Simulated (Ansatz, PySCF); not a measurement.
Species: sum formula H4Si2OCl2, net charge 0, singlet state. 
Structure (B3LYP-D3(BJ)/def2-TZVP (Ansatz, a program for electronic structure) minimum search):
```xyz
9

Si     0.5928    -0.1448     0.5881
Cl     0.5212     1.8981     0.7527
Cl     1.7092    -0.6252    -1.0636
O     -0.8965    -0.7361     0.4356
Si    -2.2976    -0.7634    -0.4399
H      1.2319    -0.7014     1.7797
H     -2.8932     0.5891    -0.4567
H     -3.2088    -1.7170     0.2228
H     -2.0072    -1.2048    -1.8202
```
Charge 0, spin multiplicity 1.

Property: atomisation energy (electronic, to ground-state atoms), in kcal/mol. Cores are frozen in the correlated levels unless marked. UHF or UKS for open shells. Spin-orbit coupling is left out. No relativistic terms. The coupled-cluster limit lacks core correlation, which all-electron functionals hold. CBS marks a two-point X^-3 extrapolation of the correlation energy; Hartree-Fock from the larger set. [CCSD(T)-MP2]/basis is that difference in the basis named.

```json
[
 {"level": "HF/def2-TZVPD", "program": "PySCF", "atomisation energy (kcal/mol)": "554.6"},
 {"level": "PBE/def2-TZVPD", "program": "Ansatz", "atomisation energy (kcal/mol)": "722.6"},
 {"level": "BLYP-D4/def2-TZVPD", "program": "Ansatz + dftd4", "atomisation energy (kcal/mol)": "720.6"},
 {"level": "B97M-V/def2-TZVPD", "program": "Ansatz", "atomisation energy (kcal/mol)": "738.4"},
 {"level": "B3LYP-D3(BJ)/def2-TZVPD", "program": "Ansatz + dftd3", "atomisation energy (kcal/mol)": "727.4"},
 {"level": "PBE0/def2-TZVP", "program": "Ansatz", "atomisation energy (kcal/mol)": "718.1"},
 {"level": "BHLYP-D4/def2-TZVPD", "program": "Ansatz + dftd4", "atomisation energy (kcal/mol)": "715.6"}
]
```

What does RI-MP2/CBS(aug-cc-pV(T+d)Z,aug-cc-pV(Q+d)Z)+[CCSD(T)-MP2]/aug-cc-pV(T+d)Z (Ansatz) give?

739.3 kcal/mol
